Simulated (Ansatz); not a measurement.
Reaction (formal exchange of groups at a Ga–Si bond): `[CH3][Ga]([CH3])[SiH3]` + `CNC(N)=O` → `[CH3][Ga]([CH3])[NH2]` + `CNC(=O)[SiH3]`

Isolated molecules relaxed with PBE0-D4/def2-TZVP in Ansatz; ΔE leaves out vibrations. CCSD(T)/CBS is the MP2 limit (def2-TZVPP, def2-QZVPP) plus CCSD(T) − MP2 in def2-TZVPP, frozen cores. Functionals use def2-TZVPP. For Ga outer-core shells are correlated without core-valence functions, which leaves a few kJ/mol of doubt a bond. Scalar relativity is left out up to krypton. One conformer a species, not always the lowest.

```tsv
level	ΔE (kJ/mol)
PBE-D4	-8.4
PBE0-D4	-1.3
ωB97X-V	-11.6
B2PLYP	-21.6
PBE	-7.9
PBE0	-0.9
MP2/def2-TZVPP	-27.5
HF/def2-QZVPP	-4.3
```

Problem. What does CCSD(T)/CBS give? (Best estimate.)

Solution. The calculation gave: -26.3 kJ/mol. The listed levels differ from it by 17.9, 25.0, 14.7, 4.7, 18.4, 25.4, -1.2, 22.0 kJ/mol.

Largest T1 diagnostic among the species: 0.016.

In def2-TZVPP, CCSD(T) changes the Hartree–Fock value by −18.3 kJ/mol (the triples alone add −3.9 kJ/mol) and MP2 by −25.4 kJ/mol. From PBE to PBE0 (25 % exact exchange), in def2-TZVPP and without D4, ΔE moves by +7.0 kJ/mol.

CCSD(T)/CBS has its own doubt, a few kJ/mol and more with outer-core shells, so smaller differences from it don't rank the levels.
